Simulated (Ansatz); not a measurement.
Total energies of `C=C(F)[CH2][InH2]`.

```xyz
11

C     0.047    0.105   -2.019
C    -0.389    0.333   -0.790
F    -0.681    1.616   -0.439
C    -0.579   -0.580    0.340
In    0.707    0.066    1.991
H     0.183    0.918   -2.719
H     0.272   -0.904   -2.333
H    -1.609   -0.545    0.703
H    -0.340   -1.605    0.055
H     2.312    0.568    1.613
H     0.077    0.029    3.597
```

Total charge 0; spin multiplicity 1. Correlated methods include outer-core shells of In, which these sets cover unevenly. In takes the def2 core potential. All single points use the PBE0-D4/def2-TZVP geometry. It is one conformer, not always the lowest. Basis def2-TZVPP, Ansatz 0.2.0.

RPA on PBE orbitals: Hartree–Fock energy of these orbitals -405.71119 Eh, correlation -1.62046 Eh (frozen core).

| functional | energy without D4 (Eh) | D4 term (kJ/mol) |
| --- | --- | --- |
| LDA (SPW92) | -405.87740 | – |
| PBE | -407.68354 | -21.6 |
| revPBE | -407.92177 | -65.1 |
| BLYP | -407.82717 | -47.3 |
| r2SCAN | -407.89723 | -5.3 |
| B97M-V | -407.91500 | – |
| PBE0 | -407.69790 | -18.3 |
| B3LYP | -408.01573 | -34.9 |
| r2SCANh | -407.87249 | -5.7 |
| r2SCAN0 | -407.83690 | -6.3 |
| HSE06 (plane-wave form) | -407.68526 | -17.1 |
| BHLYP | -407.74655 | -27.4 |
| CAM-B3LYP | -407.82858 | -18.7 |
| LC-ωPBE | -407.83790 | – |
| ωB97X-V | -407.85258 | – |
| ωB97M-V | -407.80092 | – |
| B2PLYP | -407.56015 | – |
| PBE-QIDH | -407.46122 | – |

B3LYP takes the VWN-RPA correlation (the form of Gaussian; ORCA's B3LYP/G). HSE06 is the plane-wave form, built on full-range PBE exchange. The double hybrids freeze the cores in their second-order part.

LC-ωPBE has ω = 0.4 bohr⁻¹.
